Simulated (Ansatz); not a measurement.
`[SiH3]CI` + `[AlH2][SeH]` → `[AlH2][Se][SiH3]` + `CI` at 700 K and 1 bar (ligand exchange at the Si–C bond).

Isolated molecules relaxed with PBE0-D4/def2-TZVP in Ansatz; ΔE leaves out vibrations. CCSD(T)/CBS is the MP2 limit (def2-TZVPP, def2-QZVPP) plus CCSD(T) − MP2 in def2-TZVPP, frozen cores. Elements past krypton have def2 core potentials. For I, Se outer-core shells are correlated without core-valence functions, which leaves a few kJ/mol of doubt a bond. Scalar relativity is left out up to krypton.

| species | CCSD(T)/CBS energy (Eh) | H − E (kJ/mol) | S (J/(mol·K)) |
| --- | --- | --- | --- |
| `[SiH3]CI` | -627.57596 | 194.8 | 403.6 |
| `[AlH2][SeH]` | -2644.54675 | 100.7 | 345.3 |
| `[AlH2][Se][SiH3]` | -2934.85173 | 173.5 | 446.1 |
| `CI` | -337.29646 | 129.8 | 300.5 |

H − E and S are ideal-gas, rigid-rotor, harmonic terms from PBE0-D4/def2-TZVP. 1 Eh = 2625.50 kJ/mol, R = 8.31446 J/(mol·K).

Problem. By hand: ΔE, ΔH, ΔS and ΔG.

Solution. ΔE = (-2934.85173) + (-337.29646) − (-627.57596) − (-2644.54675) = -0.02548 Eh = -66.9 kJ/mol. Δ(H − E) = 173.5 + 129.8 − 194.8 − 100.7 = 7.8, so ΔH = -59.1 kJ/mol. ΔS = 446.1 + 300.5 − 403.6 − 345.3 = -2.3 J/(mol·K). ΔG = -59.1 − 700 × (-2.3)/1000 = -57.5 kJ/mol.

Problem. By hand: the equilibrium constant, and the temperature at which ΔG would vanish if ΔH and ΔS stayed fixed.

Solution. log₁₀ K = −ΔG/(RT ln 10) = 4.3. ΔG = 0 at ΔH/ΔS = 25696 K, far beyond where these terms or the molecules hold.

The number of gas molecules stays the same, so ΔS is small and ΔH decides. A doubt of 5 kJ/mol in ΔE shifts log₁₀ K by 0.4 here. These are equilibria of isolated gas molecules and say nothing of rates. Largest T1 diagnostic: 0.010 (customary marks: 0.02 for closed shells, 0.045 for open ones).
